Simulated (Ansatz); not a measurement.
`F[Si]Br`, relaxed with RKS PBE0-D4/def2-TZVP in Ansatz 0.2.0 from a PBE-D4/def2-SVP geometry. The force threshold is 0.005 eV/Å; the program also tests the step.

Charge 0, multiplicity 1.

Start:

```xyz
3

F     1.373    0.382   -0.281
Si   -0.218    0.796   -0.185
Br   -1.155   -1.178    0.467
```

| step | energy (eV) | largest force (eV/Å) | largest move (Å) |
| --- | --- | --- | --- |
| 1 | -80630.2916 | 0.911 | 0.000 |
| 2 | -80630.3114 | 0.652 | 0.045 |
| 3 (rejected) | -80630.2872 | 0.752 | 0.077 |
| 4 | -80630.3239 | 0.262 | 0.025 |
| 5 | -80630.3255 | 0.008 | 0.007 |
| 6 | -80630.3255 | 0.000 | 0.000 |

End:

```xyz
3

F     1.339    0.372   -0.274
Si   -0.206    0.790   -0.185
Br   -1.133   -1.162    0.459
```

It took 8 s on 4 threads of an Arm Neoverse V1 on a shared host, with 0.22 GiB of host memory at the peak.
